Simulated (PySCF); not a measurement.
PySCF 2.14 output of an unrestricted LDA calculation on a single atom or ion in dyall-acv3z (19s12p6d4f, 113 functions), with scalar relativity by spin-free X2C-1e:

```
SCF conv_tol = 1e-09
number electrons alpha = 9  beta = 8
    P. A. M. Dirac.,  Math. Proc. Cambridge Philos. Soc. 26, 376 (1930)
    F. Bloch.,  Z. Phys. 57, 545 (1929)
    S. H. Vosko, L. Wilk, and M. Nusair.,  Can. J. Phys. 58, 1200 (1980)
cycle= 1 E= -397.910539438029  delta_E= -0.0225  |g|= 0.0461  |ddm|= 0.157
cycle= 2 E= -397.910669785912  delta_E= -0.00013  |g|= 0.0197  |ddm|= 0.0261
cycle= 3 E= -397.91067534458  delta_E= -5.56e-06  |g|= 0.011  |ddm|= 0.0204
cycle= 4 E= -397.910745170096  delta_E= -6.98e-05  |g|= 0.00233  |ddm|= 0.0134
cycle= 5 E= -397.910749452306  delta_E= -4.28e-06  |g|= 0.000168  |ddm|= 0.00289
cycle= 6 E= -397.910749480716  delta_E= -2.84e-08  |g|= 2.22e-05  |ddm|= 0.000274
cycle= 7 E= -397.910749481272  delta_E= -5.56e-10  |g|= 3.71e-06  |ddm|= 4.29e-05
converged SCF energy = -397.910749481272  <S^2> = 0.75341626  2S+1 = 2.0034133
```

The run itself started from symmetry-adapted Hartree-Fock orbitals and held the occupation by maximum overlap, on a logarithmic radial grid, so the iterations belong to that start.

Which element, charge and spin multiplicity is this?

S⁻ (sulfur, charge -1), multiplicity 2; the state was [Ne] 3s2 3p5, 2P determinant.

At LDA the highest occupied level has a positive energy, so only the finite basis holds that electron; in a semilocal or global hybrid functional this comes from self-interaction and does not mean that the real anion is unbound.
